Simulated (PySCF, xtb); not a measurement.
CH₃F₅Si₂, SMILES F[SiH](F)C[Si](F)(F)F.

GFN2-xTB (xtb) at its own geometry gives an orbital gap of 6.85 eV and a dipole moment of 2.14 D.

The structure is a stationary point at B3LYP-D3(BJ)/def2-SVP. This is a generated structure with no PubChem entry under its InChIKey; it may be hypothetical. One conformer was computed; it need not be the lowest.

### Question
What does PBE/def2-TZVP (PySCF) give? (Estimate from the structure and the level; the computed values follow.)

### Answer
gap 7.90 eV (levels -8.55 and -0.64 eV), dipole 2.18 D.
